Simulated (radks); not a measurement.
Values are calculated unless marked as measured or tabulated.
Question: The mean radii <r> (bohr) of the occupied orbitals of an atom or ion are listed with their occupations. Level of theory: scalar-relativistic Kohn-Sham, exchange-only B88, spin-unpolarised, spherical densities, finite nucleus; Fermi nuclear charge, rms radius of each element as measured or else 0.836 A^(1/3) + 0.57 fm (a radial shooting solver on a logarithmic mesh with Libxc functionals).

| orbital | occ. | <r> |
|---|---|---|
| 1s | 2 | 0.1760 |
| 2s | 1 | 0.8816 |
| 2p | 3 | 0.8348 |

Name the element and its charge.

Answer: Z = 9, fluorine, charge +3: F3+ in [He] 2s1 2p3. The 1s radius gives Z: for a bare nucleus <r> = (2 gamma + 1)/(2Z) with gamma = sqrt(1 - (Z/c)^2), 0.1664 bohr for Z = 9, and screening makes it slightly larger (0.1760 here). The occupations add up to 6, and the charge is Z minus that.
